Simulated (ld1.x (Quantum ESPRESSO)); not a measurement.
**What one change does to a pseudopotential (F (Z = 9), ultrasoft)**

- Element: fluorine (F)
- Generator: ld1.x (Quantum ESPRESSO) 7.5
- Type: ultrasoft
- Functional: PBE
- Relativity: scalar-relativistic
- Frozen core: [He]
- Valence charge: 7
- Reference configuration: 2s1.75 2p5.25
- Partial waves: 2s (bound): rcut 0.50, rcutus 0.65 bohr; 2s channel at -1.8 Ry: rcut 0.50, rcutus 0.65 bohr; 2p (bound): rcut 0.95, rcutus 1.30 bohr; 2p channel at -0.05 Ry: rcut 0.95, rcutus 1.30 bohr; 3d channel at 0.45 Ry: rcut 1.05, rcutus 1.15 bohr; 3d channel at 1.55 Ry: rcut 1.05, rcutus 1.15 bohr
- Local potential: all-electron potential smoothed inside 0.90 bohr (lloc = -1)
- Core correction: Bessel-smoothed model core, default radius (core density twice the valence density)
- Augmentation charge: PSQ, radius 0.40 bohr

All-electron outer shells of the reference configuration (PBE, scalar-relativistic, ld1.x):

```tsv
shell	level (eV)	outermost node (bohr)	outermost maximum (bohr)
1s	-663.53	–	0.11
2s	-30.02	0.24	0.76
2p	-11.22	–	0.71
```

Change: fully relativistic.

Cutoffs: the cutoffs (Ry, on a coarse ladder) from which the occupation-weighted sum of valence levels, in a spherical-Bessel basis at the reference potential, stays within 10 and 1 mRy of its value at 400 Ry; they do not see the model core or the augmentation charge, which bear on the density cutoff. Errors are all-electron minus pseudo energies relative to the spin-unpolarised reference configuration.

Task: How do hardness, ghosts and transferability respond?

Result: The potential gets neither clearly harder nor softer (80 Ry and 110 Ry → 80 Ry and 110 Ry); of the 7 tests that both files solve, the error grows in 0 and shrinks in 3 by more than 15 % and 0.3 meV (median size 2.6 → 1.4 meV); neither file shows a bound ghost.

| quantity | base | changed |
| --- | --- | --- |
| cutoff, loose | 80 Ry | 80 Ry |
| cutoff, tight | 110 Ry | 110 Ry |
| bound ghosts | none | none |
| error for 2s2 2p5, meV [ΔE -4.70 eV] | +1.0 | +1.0 |
| error for 2s2 2p4, meV [ΔE 14.69 eV] | +2.6 | +1.8 |
| error for 2s2 2p3, meV [ΔE 53.08 eV] | +11 | +1.4 |
| error for 2s1 2p6, meV [ΔE 14.11 eV] | +7.9 | +8.0 |
| error for 2s2 2p5.3, meV [ΔE -7.37 eV] | +1.1 | +0.8 |
| error for 2s2 2p4.5, meV [ΔE 2.84 eV] | +1.3 | +1.4 |
| error for 2s1 2p5, meV [ΔE 33.79 eV] | +6.4 | +6.5 |
| s: phases at 1.40 bohr within 0.05 rad from the reference energy up to (Ry; the scan ends near 5) | 4.6 | to the end of the scan |
| lowest overlap eigenvalue by channel | s 0.55, p 0.95, d 0.68 | s 0.56, p1/2 0.95, p3/2 0.95, d3/2 0.70, d5/2 0.68 |
